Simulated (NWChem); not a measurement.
Basis-set dependence for diarsenic (As2)

```
As
As 1 2.0913
```
Charge 0, spin multiplicity 1.

The numbers come from NWChem runs, not from measurements. The geometry was optimised at PBE0/def2-SVP, a minimum by its harmonic frequencies.

Hartree-Fock energies in Ha, correlation energies in mHa.

The Hamiltonian is non-relativistic. The correlated methods keep 18 core orbitals frozen. No row is a measurement; the coupled-cluster row has its own basis-set and correlation limits.

| basis | functions | RHF | MP2 | SCS-MP2 | CCSD | CCSD+T(CCSD) | CCSD(T) | CR-CCSD[T] | CR-CCSD(T) |
|---|---|---|---|---|---|---|---|---|---|
| STO-3G | 36 | -4418.55122 | -124.7 | -122.2 | -121.7 | -123.2 | -123.2 | not run | not run |
| def2-SVP | 64 | -4467.84999 | -458.9 | -422.5 | -451.5 | -472.5 | -471.3 | -467.0 | -466.1 |
| def2-TZVP | 96 | -4468.40764 | -510.9 | -473.6 | -503.3 | -532.1 | -530.7 | -524.7 | -523.6 |
| def2-QZVP | 150 | -4468.49773 | -636.2 | -589.3 | not run | not run | not run | not run | not run |

From def2-TZVP to def2-QZVP the Hartree-Fock energy moves by -90.1 mHa and the MP2 correlation energy by -125.3 mHa, which is 20 % of its value in the larger set.
